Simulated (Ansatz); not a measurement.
`C[SiH2][Se]C` + H₂ → `C[Se][SiH3]` + CH₄ at 700 K and 1 bar (hydrogenolysis of the Si–C bond).

Computed with Ansatz on PBE0-D4/def2-TZVP structures; ΔE is electronic, products minus reactants. CCSD(T)/CBS is the MP2 limit (def2-TZVPP, def2-QZVPP) plus CCSD(T) − MP2 in def2-TZVPP, frozen cores. This one scheme is used for every species. For Se outer-core shells are correlated without core-valence functions, which leaves a few kJ/mol of doubt a bond. Scalar relativity is left out up to krypton. One conformer a species, not always the lowest.

```tsv
species	CCSD(T)/CBS energy (Eh)	H − E (kJ/mol)	S (J/(mol·K))
`C[SiH2][Se]C`	-2770.73796	324.8	490.5
H₂	-1.17544	46.8	155.3
`C[Se][SiH3]`	-2731.45956	229.7	423.7
CH₄	-40.46206	145.9	224.0
```

H − E and S are ideal-gas, rigid-rotor, harmonic terms from PBE0-D4/def2-TZVP, for one conformer and one mirror image of each species. For small species the MP2-based limit differs from directly extrapolated CCSD(T) by up to some mEh (0.8 for H₂); such offsets cancel only in part. 1 Eh = 2625.50 kJ/mol, R = 8.31446 J/(mol·K).

By hand: ΔE, ΔH, ΔS and ΔG.

ΔE = (-2731.45956) + (-40.46206) − (-2770.73796) − (-1.17544) = -0.00822 Eh = -21.6 kJ/mol. Δ(H − E) = 229.7 + 145.9 − 324.8 − 46.8 = 4.0, so ΔH = -17.6 kJ/mol. ΔS = 423.7 + 224.0 − 490.5 − 155.3 = 1.9 J/(mol·K). ΔG = -17.6 − 700 × (1.9)/1000 = -18.9 kJ/mol.

By hand: the equilibrium constant, and the temperature at which ΔG would vanish if ΔH and ΔS stayed fixed.

log₁₀ K = −ΔG/(RT ln 10) = 1.4. ΔH and −TΔS have one sign here, so there is no such temperature.

The number of gas molecules stays the same, so ΔS is small and ΔH decides. A doubt of 5 kJ/mol in ΔE shifts log₁₀ K by 0.4 here. Other conformers and mirror images would add mixing entropy, several J/(mol·K) or more a flexible species. Modes under 60 cm⁻¹, often nearly free rotors, make the harmonic entropy too high. These are equilibria of isolated gas molecules and say nothing of rates. Largest T1 diagnostic: 0.009 (customary marks: 0.02 for closed shells, 0.045 for open ones).

ΔS is within the doubt of such terms, so its sign, and with it that verdict, could turn.
